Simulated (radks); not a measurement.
Problem. Excited configurations of the arsenic ion As3+: one electron is placed in a higher orbital outside [Ar] 3d10 4s1. The ground configuration is [Ar] 3d10 4s2. Calculated with a radial shooting solver on a logarithmic mesh with Libxc functionals: scalar-relativistic Kohn-Sham, r2SCAN, spin-polarised, spherical densities, finite nucleus; open shells are filled with parallel spins first; meta-GGA in the generalised Kohn-Sham scheme; Fermi nuclear charge, rms radius 4.0968 fm. Excitation = E - E(ground); binding = E(ion) - E, where the ion is the core of charge +4; n* = 4/sqrt(2 binding) in atomic units, and the quantum defect is n - n*.

outer orbital  excitation (eV)  binding (eV)     n*  quantum defect  eigenvalue (eV)  <r> (bohr)
4p                       9.734        40.033  2.332           1.668          -35.009       1.975
5s                      27.172        22.595  3.104           1.896          -20.466       3.700
5p                      30.936        18.831  3.400           1.600          -16.930       4.217
6s                      36.882        12.885  4.110           1.890          -11.733       6.394
6p                      38.563        11.205  4.408           1.592          -10.156       7.155
6f                      43.487         6.281  5.887           0.113           -5.609       11.48
7s                      41.440         8.328  5.113           1.887           -7.601       9.850
7p                      42.329         7.438  5.410           1.590           -6.771       10.86
7d                      43.750         6.018  6.015           0.985           -5.417       13.01
7f                      45.147         4.620  6.864           0.136           -4.154       16.24

Estimate the row for 5f.

Solution. excitation (eV) 40.759; binding (eV) 9.009; n* 4.916; quantum defect 0.084; eigenvalue (eV) -7.929; <r> (bohr) 7.476. The Delta-SCF ionisation energy is 49.767 eV (NIST Atomic Spectra Database: 50.2 eV, measured). Self-interaction in the functional shifts the binding energies and quantum defects, so they are the method's values and not measured ones.
